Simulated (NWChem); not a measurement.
# C2H4F2 cation, doublet; SMILES of the neutral closed-shell parent C(F)(C)F

```xyz
8

C     -0.1115     1.5519     0.0000
C      0.3707    -0.2432     0.0000
F     -0.1396    -0.7206    -1.0856
F     -0.1396    -0.7206     1.0856
H     -1.1956     1.4259     0.0000
H      0.3446     1.8933    -0.9292
H      0.3446     1.8933     0.9292
H      1.4634    -0.0943     0.0000
```
Atoms are numbered in this order, from 1.

All runs: NWChem. Spin-unrestricted. All runs use the structure optimised with B3LYP/6-31G* (spherical d), spin-unrestricted. This spin state was assumed; another may lie lower. No stability test was run on the SCF state. Level SCAN/def2-SVP: energy and gradient on several grids; changes count from the extra-fine grid, which is no exact limit either.

| grid | size of the energy change (μHa) | largest change of a gradient component (μHa/bohr) | time, medium = 1 (rough) |
|---|---|---|---|
| xcoarse | 7000 | 800 | about 1 |
| coarse | 20000 | 1000 | about 1 |
| medium | 2000 | 900 | about 1 |
| fine | 10 | 500 | about 1 |
| xfine | < 10 | < 30 | 4 |
